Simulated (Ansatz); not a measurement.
C₂H₁₂N₄Ti (`C[N](C)[Ti]([NH2])([NH2])[NH2]`). Total charge 0; spin multiplicity 1. The geometry is a stationary point of PBE0-D4/def2-TZVP. It is one conformer, not always the lowest.

```xyz
19

C     1.951   -1.019   -0.152
N     0.776   -0.255   -0.467
C     0.758    0.254   -1.817
Ti   -0.736    0.204    0.544
N    -0.780    2.102    0.707
N    -0.553   -0.536    2.280
N    -2.258   -0.587   -0.284
H     2.864   -0.416   -0.269
H     1.901   -1.373    0.877
H     2.052   -1.892   -0.815
H     0.796   -0.559   -2.557
H    -0.157    0.826   -2.005
H     1.610    0.921   -2.010
H    -0.076    2.734    0.352
H    -1.545    2.638    1.093
H    -0.961   -1.412    2.574
H    -0.193   -0.035    3.080
H    -3.221   -0.392   -0.048
H    -2.228   -1.203   -1.084
```

Task: What is the dipole moment at PBE/def2-TZVPP? (Best estimate.)

Result: Ansatz gave: 0.38 D, with components (-0.03, 0.15, -0.35) D in this frame, pointing from negative to positive charge.

Task: And with r2SCAN, B3LYP, ωB97M-V? (An estimate is asked.)

Result: The calculation gave: r2SCAN 0.39 D, B3LYP 0.40 D, ωB97M-V 0.40 D.

Task: Give the Mulliken charges with PBE, r2SCAN, B3LYP in def2-TZVPP. (An estimate is asked.)

Result: The calculation gave: 
```
atom    PBE  r2SCAN  B3LYP
  C1  -0.16   -0.04  -0.16
  N2  -0.21   -0.29  -0.29
  C3  -0.17   -0.04  -0.17
 Ti4   0.60    0.79   0.78
  N5  -0.45   -0.52  -0.48
  N6  -0.47   -0.54  -0.49
  N7  -0.45   -0.52  -0.48
  H8   0.07    0.04   0.08
  H9   0.09    0.05   0.09
 H10   0.07    0.04   0.08
 H11   0.08    0.04   0.08
 H12   0.11    0.06   0.10
 H13   0.08    0.04   0.08
 H14   0.14    0.15   0.13
 H15   0.13    0.14   0.12
 H16   0.15    0.16   0.14
 H17   0.15    0.16   0.14
 H18   0.13    0.14   0.12
 H19   0.14    0.15   0.13
```

B3LYP here is the variant with VWN-RPA as its local correlation; programs differ in this.
